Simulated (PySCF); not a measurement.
Mayer bond orders and bond lengths

Compound: C3H7F3OSi.
Atom-mapped SMILES: `[CH3:1][C@@H:2]([O:3][SiH3:4])[C:5]([F:6])([F:7])[F:8]` (hydrogens: H9, H10, H11 on C1; H12 on C2; H13, H14, H15 on Si4)

Structure used (PBE0-D3(BJ)/def2-SVP), in Å, numbered top down from 1:
```
atom  x, y, z in Å
C1    -0.9730    1.2580   -0.7101
C2    -0.1173    0.0298   -0.4898
O3     0.8967    0.3239    0.4225
Si4    2.3569   -0.4834    0.5922
C5    -0.9429   -1.1434    0.0269
F6    -1.5560   -0.8660    1.1738
F7    -1.8733   -1.4955   -0.8643
F8    -0.1589   -2.2106    0.2344
H9    -1.7778    1.0548   -1.4295
H10   -1.4140    1.5785    0.2441
H11   -0.3442    2.0714   -1.0949
H12    0.3008   -0.3195   -1.4553
H13    2.2852   -1.5614    1.6175
H14    2.7385   -1.0664   -0.7322
H15    3.3516    0.5383    1.0194
```

Bond orders from the PBE0/pcSseg-1 density (PySCF). One conformer (not necessarily the lowest) at the PBE0-D3(BJ)/def2-SVP geometry, without solvent, vibrations or thermal averaging.

(1) How far do the computed orders between heavy atoms stray from the drawn ones?

(2) Give the Mayer order of every bond, beside its length.

Answers

(1) The largest departure is 0.112, at C2–O3 (drawn single, 0.888).

(2) 
| bond | drawn as | length (Å) | Mayer order |
| --- | --- | --- | --- |
| C1–C2 | single | 1.513 | 1.028 |
| C2–O3 | single | 1.395 | 0.888 |
| O3–Si4 | single | 1.677 | 0.894 |
| C2–C5 | single | 1.525 | 0.947 |
| C5–F6 | single | 1.330 | 1.015 |
| C5–F7 | single | 1.336 | 1.000 |
| C5–F8 | single | 1.340 | 0.981 |
| C1–H9 | single | 1.098 | 0.951 |
| C1–H10 | single | 1.099 | 0.956 |
| C1–H11 | single | 1.098 | 0.958 |
| C2–H12 | single | 1.109 | 0.926 |
| Si4–H13 | single | 1.489 | 0.919 |
| Si4–H14 | single | 1.497 | 0.920 |
| Si4–H15 | single | 1.489 | 0.932 |

Bonds between the same two heavy elements. C–C: lowest C2–C5 (0.947, 1.525 Å), highest C1–C2 (1.028, 1.513 Å). C–F: lowest C5–F8 (0.981, 1.340 Å), highest C5–F6 (1.015, 1.330 Å).

Problem. Sum the orders of all bonds at each heavy atom with more than one neighbour and set the sums beside the valence in the SMILES.

Solution. C1 3.893 (drawn 4), C2 3.789 (drawn 4), O3 1.782 (drawn 2), Si4 3.665 (drawn 4), C5 3.943 (drawn 4). Orders between atoms that aren't bonded are not in these sums.

For a closed shell the Mayer order of atoms A and B is Σ (PS)μν (PS)νμ over the basis functions μ on A and ν on B, with P the density and S the overlap matrix.
